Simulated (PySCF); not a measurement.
## Cost of excited-state runs on `InChI=1S/C4H11NSi/c1-5-3-2-4(3)6/h3-5H,2H2,1,6H3/p+1/t3-,4-/m1/s1`, charge +1

Mapped SMILES: `[CH3:1][NH2+:2][C@@H:3]1[CH2:4][C@H:5]1[SiH3:6]`. Hydrogens are named by the atom that carries them. Ha(C4) is cis to N2 on the ring; Ha(N2) is pro-R; Hb(N2) is pro-S; Hb(C4) is trans to N2 on the ring.

PySCF with density fitting, on 1 thread of an Arm Neoverse V1, shared host. Command: `OMP_NUM_THREADS=1 python excited_run.py task.json out`

(1) How long does this run take, and how much memory?
- circular dichroism and optical rotation, LC-wPBE/def2-SVPD; 16 states

## Answers

(1) 
| run | level | basis functions | wall time | peak memory (GiB) |
| --- | --- | --- | --- | --- |
| circular dichroism and optical rotation | LC-wPBE/def2-SVPD | 220 | 85 s | 0.92 |

Times from a shared host are rough.
